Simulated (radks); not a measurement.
Question: Species: Fe V. Configuration: [Ar] 3d4. All-electron calculation, non-relativistic Kohn-Sham, PBE, spin-polarised, spherical densities, point nucleus; open shells are filled with parallel spins first. Program: a radial shooting solver on a logarithmic mesh with Libxc functionals. Some entries of the table are withheld. Estimate them.

| orbital | occ. | eigenvalue (eV) | <r^2> (bohr^2) | r(max) (bohr) |
|---|---|---|---|---|
| 1s down | 1 | -6993.447 | 0.004691 | 0.03896 |
| 1s up | 1 | -6993.434 | 0.004691 | 0.03896 |
| 2s up | 1 | -868.6919 | 0.08617 | 0.2253 |
| 2s down | 1 | -866.2252 | 0.08581 | 0.2251 |
| 2p up | 3 | -757.8075 | 0.06896 | 0.1811 |
| 2p down | 3 | -755.9684 | 0.06860 | 0.1809 |
| 3s up | 1 | -152.3193 | 0.7383 | 0.7024 |
| 3s down | 1 | -147.0569 | 0.7459 | 0.7037 |
| 3p up | 3 | -119.4941 | (1) | 0.7071 |
| 3p down | 3 | -114.3147 | (2) | 0.7092 |
| 3d up | 4 | -65.6612 | 1.018 | 0.6725 |
| 3d down | 0 | -60.6221 | 1.076 | 0.6805 |

Answer: 
(1) 3p up <r^2> (bohr^2): 0.8053
(2) 3p down <r^2> (bohr^2): 0.8185
